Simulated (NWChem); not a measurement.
Molecule: CH7BGeO; SMILES C[B](O)[GeH3]

```xyz
11

B      0.0655     1.0433    -0.0079
Ge     0.0128    -1.0550     0.0025
H      1.4524    -1.6624    -0.0358
H     -0.6794    -1.6344     1.2702
H     -0.7513    -1.6469    -1.2172
C     -1.2468     1.9069     0.0186
H     -1.8833     1.6663    -0.8607
H     -1.0468     2.9974     0.0252
H     -1.8645     1.6500     0.9063
O      1.2680     1.6882    -0.0394
H      2.0271     1.0766    -0.0563
```
Atoms are numbered in this order, from 1.

Level: PBE-D3(BJ)/def2-SVP (NWChem), optimised geometry, unscaled harmonic frequencies. 

Problem. List the harmonic frequencies with IR intensities, and the thermochemistry.

Solution. 
| frequency (cm⁻¹) | IR intensity (km/mol) |
|---|---|
| 64 | 0.4 |
| 91 | 1.7 |
| 168 | 6.1 |
| 264 | 5.0 |
| 281 | 5.5 |
| 446 | 22.5 |
| 477 | 37.2 |
| 497 | 1.9 |
| 655 | 52.0 |
| 785 | 149.7 |
| 810 | 2.4 |
| 821 | 6.3 |
| 860 | 17.6 |
| 864 | 22.3 |
| 930 | 76.6 |
| 1132 | 227.8 |
| 1254 | 69.0 |
| 1323 | 112.7 |
| 1377 | 11.0 |
| 1394 | 23.0 |
| 2027 | 132.8 |
| 2056 | 92.1 |
| 2060 | 115.5 |
| 2963 | 0.8 |
| 3040 | 2.4 |
| 3071 | 14.0 |
| 3714 | 52.8 |

- zero-point energy: 47.8 kcal/mol
- thermal correction to the enthalpy at 298.15 K (with zero-point energy): 52.9 kcal/mol
- heat capacity Cv: 24.4 cal/(mol K)
- entropy at 298.15 K and 1 atm (symmetry number 1): 84.2 cal/(mol K)
- dipole moment: 0.71 D

Rigid rotor and harmonic oscillator; modes under 100 cm⁻¹ make the entropy uncertain.
